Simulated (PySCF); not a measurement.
Stretching CaIn

Set-up: basis Ca x2c-SVPall, In x2c-SVPall; spin-free X2C with a Gaussian nucleus; PySCF 2.14. Energies in eV from Ca + In in their ground configurations at the same level. State: ²Π (doublet), unpaired electrons π ↑.

All columns are PBE0. A positive dipole means Ca(−)In(+).

```tsv
R (Å)	E (eV)	μ (D)	Mulliken charge on Ca (basis-dependent)	HOMO (eV)	LUMO (eV)	Mayer bond order	⟨S²⟩
2.817	-0.296	-2.09	0.09	-3.94	-2.36	1.25	0.93
2.947	-0.467	-2.21	0.09	-3.81	-2.24	1.21	0.92
3.079	-0.558	-2.28	0.08	-3.70	-2.15	1.17	0.91
3.177	-0.588	-2.31	0.08	-3.63	-2.08	1.12	0.89
3.275	-0.595	-2.33	0.08	-3.56	-2.03	1.07	0.88
3.373	-0.585	-2.33	0.08	-3.51	-1.98	1.01	0.87
3.504	-0.554	-2.32	0.09	-3.45	-1.97	0.93	0.85
3.668	-0.498	-2.27	0.08	-3.40	-2.00	0.82	0.83
3.865	-0.421	-2.18	0.08	-3.36	-2.02	0.68	0.80
4.127	-0.322	-2.02	0.08	-3.33	-2.03	0.51	0.78
```

A fit through these points gives, at Re = 3.261 Å, μ = -2.33 D and dμ/dR = -0.108 D/Å; the reduced mass is 29.65 u.

Problem. How strong is the fundamental in the double-harmonic approximation, I = 42.26·(dμ/dR)²/μred km/mol?

Solution. I = 42.26·(-0.108)²/29.65 = 0.0166 km/mol at PBE0.

Spin–orbit coupling is left out, which matters for elements this heavy, above all for dissociation energies. The state is the lowest determinant that a PBE0 search found; another state may lie lower at other levels.
